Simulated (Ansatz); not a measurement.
C2H9BSSi, SMILES `BCS[SiH2]C`, 14 atoms. Total charge 0; spin multiplicity 1. All runs use 4 threads of an Intel Xeon Platinum 8375C on a shared host. Correlated methods freeze the cores.

(1) Give the basis size and wall time and peak host memory of each of these runs in Ansatz. direct RPA on PBE orbitals/def2-TZVPP energy; RKS PBE0-D4/def2-QZVPP energy; RHF-CCSD(T)/def2-SVP energy; RKS ωB97M-V/def2-QZVPP energy; RKS revPBE-D4/def2-TZVPP energy; RHF-MP2/def2-QZVPP energy; RKS HSE06 (plane-wave form)-D4/def2-TZVPP energy; RKS PBE0-D4/def2-TZVP frequencies; RKS PBE0-D4/def2-TZVP relaxation (19 steps); RKS PBE0-D4/def2-SVP energy; RKS r2SCANh-D4/def2-TZVPP energy; RKS ωB97M-V/def2-SVP energy. (An estimate is asked.)

Results:

(1) The calculation gave: Other jobs shared the machine, so times are rough.

```tsv
level	job	functions	wall time	peak host memory (GiB)
RKS PBE0-D4/def2-SVP	energy	123	1.9 s	0.31
RKS revPBE-D4/def2-TZVPP	energy	303	2.4 s	0.47
RKS HSE06 (plane-wave form)-D4/def2-TZVPP	energy	303	3.7 s	0.96
RKS ωB97M-V/def2-SVP	energy	123	4.3 s	0.43
RHF-CCSD(T)/def2-SVP	energy	123	6 s	0.69
direct RPA on PBE orbitals/def2-TZVPP	energy	303	6.5 s	0.84
RKS r2SCANh-D4/def2-TZVPP	energy	303	7 s	0.93
RKS PBE0-D4/def2-QZVPP	energy	581	13 s	2.5
RKS ωB97M-V/def2-QZVPP	energy	581	26 s	2.8
RHF-MP2/def2-QZVPP	energy	581	29 s	4.6
RKS PBE0-D4/def2-TZVP	relaxation (19 steps)	221	73 s	0.66
RKS PBE0-D4/def2-TZVP	frequencies	221	4.6 min	0.83
```
